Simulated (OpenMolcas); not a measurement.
## What dynamic correlation does to the levels of Te II

| Quantity | Value |
| --- | --- |
| Program | OpenMolcas |
| Basis | ANO-R2 [7s6p4d2f1g] |
| Scalar Hamiltonian | X2C, finite nucleus |
| Active space | 3 electrons in 3 orbitals (5p) |
| State averaging | 2S+1 = 4 odd, 1 root; 2S+1 = 2 odd, 8 roots |
| Spin-orbit coupling | RASSI with atomic mean-field integrals over the reference wave functions, term energies averaged over their components |

Methods on the same reference wave functions:
A. CASSCF
B. SS-CASPT2, IPEA 0.25 Eh, imaginary shift 0.1 Eh (closed shells correlated: 4d 5s)
C. XMS-CASPT2, IPEA 0.25 Eh, imaginary shift 0.1 Eh (closed shells correlated: 4d 5s)

Energies in cm⁻¹ above 5s² 5p³ ⁴S°_3/2, the measured ground level; measured values from NIST Handbook of Basic Atomic Spectroscopic Data.

```
          Level      A      B      C  Measured
5s² 5p³ ⁴S°_3/2    0.0    0.0    0.0       0.0
5s² 5p³ ²D°_3/2  14494  11480  11120     10222
5s² 5p³ ²D°_5/2  16177  13280  12980     12422
5s² 5p³ ²P°_1/2  26356  22100  21300     20547
5s² 5p³ ²P°_3/2  28749  24770  24060     24032
```

Deviations, from unrounded energies. A percentage is the sum of absolute deviations over the sum of measured energies, with the sign that they share, or ± where signs differ.

```json
{"Against measurement": "mean absolute deviation (cm-1)", "Levels": "4", "A": "4600", "B": "1100", "C": "560"}
{"Against measurement": "other terms of the ground configuration (%)", "Levels": "4", "A": "+27.6", "B": "+6.6", "C": "+3.3"}
```

C lies closest to measurement on these levels and A furthest from it. The largest miss of C in the table is 5s² 5p³ ²D°_3/2, by +900 cm-1. The ranking rests on the paired levels alone, and a cruder setting can come out closer through cancelling errors.

Between B and C the level of the table that moves most is 5s² 5p³ ²P°_1/2, by 800 cm-1 (lowest in C, highest in B). Moves below CASPT2's spread within the term are not significant.

The mean deviations of B to C differ by less than CASPT2's widest spread within a term (950 cm-1), so their order carries little weight.

From A to B the spin-free energies of the other terms of 5s² 5p³ shown, above ⁴S°, scale by factors of 0.80 to 0.83.

The lowest spin-free term lies below A's lowest term by 0.531 hartree in B, 0.531 hartree in C.

Term energies are means over components that CASPT2 splits; among the terms shown or strongly mixed into the levels shown the widest spread is 950 cm-1 (5s² 5p³ ²D°, C). With the s shell closed, the reference lacks s² → p² mixing. Computed and measured levels are paired by configuration, term and J; levels that our copy of the source lacks, or whose pairing is in doubt (as where it misses far off the trend of its configuration), stay unpaired and out of the deviations. Only configurations of the active space appear.

° marks odd parity.
